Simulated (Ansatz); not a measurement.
Calculated with Ansatz (gas phase, PBE0-D4/def2-TZVP geometries, no zero-point term in ΔE). CBS: MP2 limit from def2 TZ/QZ plus the TZ coupled-cluster correction, frozen cores. Functionals use def2-TZVPP. Each species was taken in one conformer, which may not be the lowest.

`O[SiH2]S[SiH3]` + `C=CN[SiH2]Cl` → `C=CN([SiH3])[SiH2]Cl` + `O[SiH2]S`  (ligand exchange at the Si–S bond)

`O[SiH2]S[SiH3]`:

```xyz
10

O    -1.815   -0.122    0.746
Si   -0.686   -1.261    0.390
S     0.538   -0.715   -1.269
Si    1.251    1.154   -0.503
H    -2.405    0.150    0.041
H     0.115   -1.389    1.626
H    -1.288   -2.556   -0.014
H     2.513    1.454   -1.222
H     0.275    2.243   -0.750
H     1.503    1.042    0.956
```

`C=CN[SiH2]Cl`:

Cartesian coordinates in Å:
```
C 1.294 1.244 1.221
C 0.267 0.785 0.512
N 0.296 -0.281 -0.376
Si -1.077 -1.026 -1.076
Cl -2.023 -2.374 0.165
H 1.168 2.099 1.870
H 2.277 0.788 1.172
H -0.705 1.265 0.589
H 1.191 -0.744 -0.440
H -0.620 -1.782 -2.260
H -2.069 0.026 -1.378
```

`C=CN([SiH3])[SiH2]Cl`:

Cartesian coordinates in Å:
```
C 0.351 1.793 1.271
C 0.619 1.110 0.159
N 0.064 -0.118 -0.219
Si 0.547 -0.856 -1.733
Si -1.085 -0.826 0.867
Cl -1.686 -2.595 0.013
H 0.848 2.736 1.452
H -0.350 1.459 2.028
H 1.335 1.515 -0.551
H 1.534 0.081 -2.328
H -0.605 -1.016 -2.655
H 1.183 -2.178 -1.518
H -0.477 -1.134 2.180
H -2.280 0.031 1.033
```

`O[SiH2]S`:

```xyz
7

O     0.091   -1.014    1.105
Si   -0.340    0.327    0.263
S     0.304    0.297   -1.771
H    -0.127   -1.864    0.718
H    -1.812    0.478    0.143
H     0.269    1.447    1.011
H     1.614    0.328   -1.469
```

Problem. Is it downhill or uphill in electronic energy at CCSD(T)/CBS, and by how much? (Best estimate.)

Solution. Ansatz gave: Uphill: ΔE = +23.4 kJ/mol.

Problem. What do these levels give: ωB97X-V, PBE, PBE0, MP2/def2-TZVPP, HF/CBS(def2), MP2/CBS(def2)? (Estimate.)

Solution. The calculation gave: ωB97X-V 25.7, PBE 39.4, PBE0 36.9, MP2/def2-TZVPP 21.1, HF/CBS(def2) 30.0, MP2/CBS(def2) 24.1 kJ/mol.

Largest T1 diagnostic among the species: 0.012.

The D4 term adds −7.8 kJ/mol with B3LYP and −4.2 kJ/mol with PBE0; it sums over pairs of atoms, weighted by their polarisabilities, and B3LYP, whose exchange is more repulsive, gets the larger term. In def2-TZVPP, CCSD(T) changes the Hartree–Fock value by −10.6 kJ/mol (the triples alone add −0.8 kJ/mol) and MP2 by −9.9 kJ/mol.

B3LYP here is the variant with VWN-RPA as its local correlation; programs differ in this.
